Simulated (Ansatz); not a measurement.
C$_{2}$H$_{6}$AlClSi, SMILES `[Cl][Al]1[CH2]C[SiH2]1`. The species carries charge 0 and has multiplicity 1.

Cartesian coordinates in Å:
```
Cl 1.790 -1.370 -2.951
Al 0.766 -0.740 -1.227
C 1.074 0.673 0.106
C -0.403 0.742 0.586
Si -1.219 -0.940 0.126
H 1.498 1.641 -0.166
H 1.712 0.260 0.898
H -0.495 0.989 1.648
H -0.941 1.516 0.029
H -1.140 -1.917 1.251
H -2.643 -0.854 -0.301
```

Give the diagnostics of a CCSD(T)/def2-TZVPP run (frozen core, the Gaussian-basis code of Ansatz). (An estimate is asked.)

The calculation gave: T1 = 0.0114, largest single amplitude 0.018, largest double 0.028, (T) share of the correlation energy 4.2 %, 9 CCSD cycles. The RHF solution is stable towards an unrestricted one. T1 lies under the customary mark of 0.02 for closed shells.
